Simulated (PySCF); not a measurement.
C3H10Si3. Atoms are numbered in the order given.

```xyz
16

C     -2.1984    -1.6611    -0.5050
Si    -2.4329    -0.1456     0.5865
Si    -0.9211     1.5266    -0.0708
C      0.7404     0.7376    -0.1127
C      1.8101     0.1397    -0.1259
Si     3.4173    -0.7425    -0.1469
H     -2.4276    -1.4246    -1.5551
H     -2.8553    -2.4838    -0.1843
H     -1.1547    -2.0064    -0.4510
H     -3.8313     0.3823     0.4888
H     -2.1627    -0.4757     2.0214
H     -1.2364     2.0386    -1.4403
H     -0.8915     2.6828     0.8753
H      4.0695    -0.6188     1.1888
H      4.3020    -0.1483    -1.1905
H      3.1884    -2.1844    -0.4546
```
Charge 0, spin multiplicity 1.

Coordinates come from a PBE0-D3(BJ)/def2-SVP optimisation. This is a generated structure with no PubChem entry under its InChIKey; it may be hypothetical. The values are those of a single conformer.

The numbers are results of PBE/pcSseg-1 in PySCF, not measurements.

GIAO shieldings, no solvent; atoms listed in one row are averaged. δ = σ(ref) − σ: ¹³C against TMS (σ = 182.0 ppm); ²⁹Si against TMS (σ = 335.4 ppm); ¹H against TMS (σ = 31.49 ppm), references at their B3LYP-D3(BJ)/def2-TZVP geometries, non-relativistic.

Computed chemical shifts:
| nucleus | atoms | count | δ (ppm) |
|---|---|---|---|
| ¹³C | C4 | 1 | 116.1 |
| ¹³C | C5 | 1 | 114.2 |
| ¹³C | C1 | 1 | -8.7 |
| ²⁹Si | Si2 | 1 | -71.4 |
| ²⁹Si | Si3 | 1 | -98.4 |
| ²⁹Si | Si6 | 1 | -102.5 |
| ¹H | H12, H13 | 2 | 4.61 |
| ¹H | H14, H15, H16 | 3 | 4.58 |
| ¹H | H11 | 1 | 4.36 |
| ¹H | H10 | 1 | 4.26 |
| ¹H | H7, H8, H9 | 3 | 0.72 |
